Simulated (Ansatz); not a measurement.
BeH-, closed-shell singlet (lowest of 2S+1 = 1, 3 at CCSD(T)/def2-TZVPP on PBE0 minima; our sources give no spin for the ground state, which may be another), most abundant isotopes (1.0078 and 9.0122 u). Constants from fifth-degree fits in 1/R to seven points on the lowest solution found; no spin–orbit coupling, no relativity up to Kr; ω_e x_e and α_e move by some per cent with the fit.

Cores are frozen in the correlated methods. CBS: X⁻³ extrapolation of the correlation energy, Hartree–Fock from the larger set.

Run with Ansatz (Gaussian basis) for Hartree–Fock, density functionals and correlated methods. Each number belongs to the level named beside it.

```csv
level,r_e (Å),ω_e (cm⁻¹),ω_e x_e (cm⁻¹),α_e (cm⁻¹)
PBE/def2-TZVPP,1.4466,1513.3,47.9,0.434
"CCSD(T)/CBS(aug-cc-pVQZ, aug-cc-pV5Z)",1.4180,1644.6,49.7,0.430
```

Question: Derive the rotational constants, the centrifugal constant, the fundamental, the zero-point energy and the force constant.

Answer: 
μ = 0.90646 u.
- PBE/def2-TZVPP: B_e = 16.8576/(μ r_e²) = 8.8873 cm⁻¹; B₀ = B_e − α_e/2 = 8.6704 cm⁻¹; D = 4B_e³/ω_e² = 1.23e-03 cm⁻¹; fundamental ω_e − 2ω_e x_e = 1417 cm⁻¹; zero-point energy ω_e/2 − ω_e x_e/4 = 745 cm⁻¹; k = μ(2πcω_e)² = 122 N/m; the line J = 1 ← 0 at 2B₀ = 519.9 GHz
- CCSD(T)/CBS(aug-cc-pVQZ, aug-cc-pV5Z): B_e = 16.8576/(μ r_e²) = 9.2485 cm⁻¹; B₀ = B_e − α_e/2 = 9.0333 cm⁻¹; D = 4B_e³/ω_e² = 1.17e-03 cm⁻¹; fundamental ω_e − 2ω_e x_e = 1545 cm⁻¹; zero-point energy ω_e/2 − ω_e x_e/4 = 810 cm⁻¹; k = μ(2πcω_e)² = 144 N/m; the line J = 1 ← 0 at 2B₀ = 541.6 GHz

Doubts at one or more of the structures used: a restricted determinant that unrestricted orbitals would lower (CCSD(T)/CBS(aug-cc-pVQZ, aug-cc-pV5Z)).

Ansatz is an electronic-structure program.
